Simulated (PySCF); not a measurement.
A GIAO shielding run with PySCF 2.14 (density fitting, non-relativistic, gas phase) on `InChI=1S/C5H11FP2Si/c1-3-5(4-2)9(6,7)8/h1,5H,4,7-8H2,2H3/t5-/m1/s1`:

```
$ OMP_NUM_THREADS=1 python probes_run.py task.json out

{"job": {"kind": "nmr", "xc": "PBE0", "basis": "pcSseg-1"}, "charge": 0, "multiplicity": 1}
C     -1.650446     1.234668     1.715621
C     -1.010400     0.921249     0.753007
C     -0.198080     0.527872    -0.373409
C     -0.808035    -0.671782    -1.108664
C     -2.177334    -0.347564    -1.691659
Si     1.596091     0.131100     0.212101
F      2.464955     0.302965    -1.163387
P      1.668063    -2.028307     0.885415
P      2.462176     1.664058     1.616804
H     -2.238736     1.515486     2.537460
H     -0.140343     1.376440    -1.064618
H     -0.894663    -1.509091    -0.408968
H     -0.132323    -0.972311    -1.913135
H     -2.099949     0.452693    -2.425212
H     -2.598690    -1.222183    -2.181591
H     -2.856915    -0.029044    -0.904531
H      2.991896    -1.956397     1.286445
H      2.016345    -2.486921    -0.373845
H      2.360518     0.846493     2.730462
H      1.240723     2.261256     1.868666
```

Hardware: 1 thread of an Arm Neoverse V1, shared host. The job also computes population analyses, field gradients.

Q: How large is the calculation?

A: 94 electrons, 229 basis functions and 1257 auxiliary functions.

Q: How long does it take, and how much memory does it need?

A: 56 s of wall time, with 15 SCF cycles and 5 response iterations; peak memory 1.1 GiB. Times on a shared host scatter by some tens of per cent.
